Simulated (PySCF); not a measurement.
## ZnH₂: one-bond stretch

All numbers come from r2SCAN/[Zn def2-TZVP, H def2-TZVP], no relativity, density fitting, PySCF.

Rigid scan from the singlet minimum (Zn–H 1.532 Å (×2); H–Zn–H 180.0°). Coordinate: the bond from Zn to the last atom (H) scaled, the rest fixed. Energies in kJ/mol from the minimum.

(1) Predict the curve at 0.92, 0.96, 1.00, 1.05, 1.12, 1.20, 1.35, 1.55, 1.80, 2.20.

Answers

(1) 
```csv
scale of one bond,E (kJ/mol),dipole size (D)
0.92,11.7,0.22
0.96,2.7,0.11
1.00,0.0,0.00
1.05,3.4,0.15
1.12,17.2,0.37
1.20,41.1,0.64
1.35,96.9,1.15
1.55,174.5,–
1.80,259.6,–
2.20,358.2,–
```

At long bonds a restricted determinant can lie too high, and another spin state can fall below this curve.
